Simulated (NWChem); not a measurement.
System: InNH3OF; SMILES [In]([OH])([NH2])[F]

The following NWChem deck was run.

```
start job
memory heap 200 mb stack 900 mb global 1100 mb
geometry units angstroms noautoz
  In     0.003084     0.004239     0.038993
  F     -1.720477    -0.935956    -0.044356
  O      1.562384    -1.223532    -0.014087
  H      1.268536    -2.141988    -0.050517
  N      0.006088     2.018563    -0.031443
  H      0.818006     2.456539     0.397541
  H     -0.835252     2.444473     0.350997
end
basis spherical
  In library def2-svp
  F library def2-svp
  O library def2-svp
  H library def2-svp
  N library def2-svp
end
ecp
  In library def2-ecp
end
dft
  xc b3lyp
  iterations 150
  mulliken
end
task dft energy
```

All runs use the structure optimised with PBE0/def2-SVP. def2 effective core potentials on In; no spin-orbit coupling.

**Question.** Predict the main results of this run. (B3LYP/def2-SVP with def2 effective core potentials on In.) Quantities: energy (Ha); highest occupied level (eV); orbital gap (eV); dipole (D).

**Answer.** The energy (Ha) is -421.67, the highest occupied level (eV) is -7.42 and the orbital gap (eV) comes out as 5.48. The dipole (D) is 2.14.
